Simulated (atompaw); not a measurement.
**What one change does to a pseudopotential (manganese, PAW (atompaw))**

```
Element                 : manganese
Generator               : atompaw 4.2.0.5
Type                    : PAW
Functional              : LDA (PW92)
Relativity              : scalar-relativistic
Frozen core             : [Ar]
Valence charge          : 7
Reference configuration : 3d5 4s1.5 4p0 (charge +0.5)
Partial waves           : 4s (bound): rc 3.00 bohr; 4s channel at 1.3 Ry: rc 3.00 bohr; 4p (bound, empty): rc 3.00 bohr; 4p channel at 2.45 Ry: rc 3.00 bohr; 3d (bound): rc 1.25 bohr; 3d channel at -0.45 Ry: rc 1.25 bohr
Local potential         : bessel scheme, radius 2.35 bohr
Core correction         : smooth core density matched at 1.65 bohr
Augmentation charge     : besselshape compensation charge, radius 2.55 bohr; PAW radius 3.00 bohr; waves and projectors: custom polynom gramschmidtortho
```

All-electron outer shells of the reference configuration (LDA (PW92), scalar-relativistic, ld1.x):

```csv
shell,level (eV),outermost node (bohr),outermost maximum (bohr)
3p,-58.46,0.31,0.75
3d,-10.93,–,0.75
4s,-8.61,1.05,2.41
4p,-4.29,1.15,3.10
```

Change: local potential bessel scheme, radius 1.80 bohr.

Cutoffs: the cutoffs (Ry, on a coarse ladder) from which the occupation-weighted sum of valence levels, in a spherical-Bessel basis at the reference potential, stays within 10 and 1 mRy of its value at 400 Ry; they do not see the model core or the augmentation charge, which bear on the density cutoff.

Problem. What does the change do?

Solution. The potential gets neither clearly harder nor softer (80 Ry and 120 Ry → 80 Ry and 120 Ry); the range in which the s phases agree widens (upper end 2.7 → at the end of the scan); neither file shows a bound ghost.

```tsv
quantity	base	changed
cutoff, loose	80 Ry	80 Ry
cutoff, tight	120 Ry	120 Ry
bound ghosts	none	none
s: phases at 3.00 bohr within 0.05 rad from the reference energy up to (Ry; the scan ends near 5)	2.7	to the end of the scan
p: phases at 3.00 bohr within 0.05 rad from the reference energy up to (Ry; the scan ends near 5)	3.6	3.6
d: phases at 3.00 bohr within 0.05 rad from the reference energy up to (Ry; the scan ends near 5)	4.3	4.7
lowest overlap eigenvalue by channel	s 0.15, p 0.47, d 1.00	s 0.02, p 0.40, d 0.99
```

 The cutoffs see the waves, projectors and local potential, not the compensation charge or the core.
